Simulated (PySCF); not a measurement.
Peak assignment

Molfile (atoms numbered from 1):
```
C5H4F4O2
     RDKit          3D

 15 14  0  0  0  0  0  0  0  0999 V2000
    4.3407    0.1503    0.8915 F   0  0  0  0  0  0  0  0  0  0  0  0
    3.0733   -0.2504    0.8428 C   0  0  0  0  0  0  0  0  0  0  0  0
    2.1848    0.4105    0.1027 C   0  0  0  0  0  0  0  0  0  0  0  0
    0.8950    0.0002    0.0409 O   0  0  0  0  0  0  0  0  0  0  0  0
    0.0266    0.7501   -0.6667 C   0  0  0  0  0  0  0  0  0  0  0  0
   -1.2258    0.3422   -0.8744 C   0  0  0  0  0  0  0  0  0  0  0  0
   -2.0918    1.0985   -1.5451 F   0  0  0  0  0  0  0  0  0  0  0  0
   -1.7178   -0.8471   -0.4926 O   0  0  0  0  0  0  0  0  0  0  0  0
   -2.6270   -0.8330    0.5466 C   0  0  0  0  0  0  0  0  0  0  0  0
   -3.1195   -2.0599    0.6284 F   0  0  0  0  0  0  0  0  0  0  0  0
   -2.0054   -0.5381    1.6936 F   0  0  0  0  0  0  0  0  0  0  0  0
    2.8439   -1.1366    1.4391 H   0  0  0  0  0  0  0  0  0  0  0  0
    2.4707    1.2929   -0.4792 H   0  0  0  0  0  0  0  0  0  0  0  0
    0.3676    1.7014   -1.0826 H   0  0  0  0  0  0  0  0  0  0  0  0
   -3.4385   -0.1027    0.3815 H   0  0  0  0  0  0  0  0  0  0  0  0
  1  2  1  0
  2  3  2  0
  3  4  1  0
  4  5  1  0
  5  6  2  0
  6  7  1  0
  6  8  1  0
  8  9  1  0
  9 10  1  0
  9 11  1  0
  2 12  1  0
  3 13  1  0
  5 14  1  0
  9 15  1  0
M  END
```

- spin–spin couplings from B3LYP/pcJ-1 (spin–dipole term only in couplings to heteroatoms)
- PBE0-D3(BJ)/def2-SVP geometry
- shielding tensors at PBE0/pcSseg-1 (GIAO)
- program: PySCF 2.14
- single conformer, no relativistic terms, no solvent, fast rotation and ring inversion assumed for equivalent nuclei

Scale: TMS for ¹³C (σ = 184.41 ppm) and ¹H (σ = 31.27 ppm) (reference shieldings calculated alike).

**Question.** Assign these signals to the numbered atoms. ¹³C{¹H} NMR (computed): δ 152.9 (dt, J = 336.9, 5.2 Hz), 149.6 (d, J = 319.2 Hz), 142.9 (d, J = 46.3 Hz), 126.4 (d, J = 70.6 Hz), 117.9 (td, J = 331.3, 5.8 Hz).

**Answer.** 
```tsv
δ (ppm)	atoms	environment	reason
152.9	C6	alkene carbon bearing oxygen	an sp2 carbon further deshielded by the attached heteroatom
149.6	C2	β carbon of an enol-ether or enamine type C=C	–
142.9	C3	alkene carbon bearing oxygen	an sp2 carbon further deshielded by the attached heteroatom
126.4	C5	alkene carbon bearing oxygen	–
117.9	C9	sp3 CH bonded to 2 F and O	3 electronegative neighbours deshield it
```

**Question.** Assign these signals to the numbered atoms. ¹H NMR (400 MHz, computed): δ 7.30 (dd, J = 83.8, 10.5 Hz, 1H), 6.72 (dd, J = 10.5, 5.8 Hz, 1H), 6.11 (t, J = 83.3 Hz, 1H), 6.09 (d, J = 3.3 Hz, 1H).

**Answer.** 
7.30 → H12, hydrogen on a β carbon of an enol-ether or enamine type C=C: attached to an sp2 carbon and in the plane of the double bond
6.72 → H13, hydrogen on an alkene carbon bearing oxygen: olefinic region
6.11 → H15, hydrogen on an sp3 CH bonded to 2 F and O: its carbon carries F and O, which withdraws density
6.09 → H14, hydrogen on an alkene carbon bearing oxygen: attached to an sp2 carbon and in the plane of the double bond

H15 and H14 lie closer than the usual error of such a calculation, so a measured spectrum could show them in the other order.

C–F couplings over four or more bonds (about 3 Hz to the para carbon of a fluoroarene) are left out. Common functionals overestimate the size of one-bond C–F couplings by tens of Hz; these are unscaled. Splittings below 1 Hz are ignored in the labels, and close J values are merged. Unscaled 3J(H,H) at this level run about 10 % above measured values. Shifts are as computed. Against solution values, carbons near 30 ppm lie about +2 ppm off and those near 130 ppm about +5 ppm. Of 1313 compounds with measured shifts, 239 miss one by over three times the rms of a fit or turn the order of signals round; such compounds aren't used in these exercises.
